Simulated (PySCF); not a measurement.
A structure optimised at B3LYP-D3(BJ)/def2-SVP, used in a PySCF frequency run:

```
Sn
F 1 1.9287
F 1 1.9287 2 103.55
O 1 1.9635 2 109.70 3 -117.03
H 4 0.9707 1 111.06 2 56.55
Br 1 2.4543 2 111.26 3 119.60
```
Charge 0, spin multiplicity 1.

**Question.** Write its SMILES, formula and point group.

**Answer.** [OH][Sn]([F])([F])[Br], BrF2HOSn, Cs

**Question.** What are its rotational constants (standard atomic weights)?

**Answer.** 2.8138, 1.0078, 0.99759 GHz
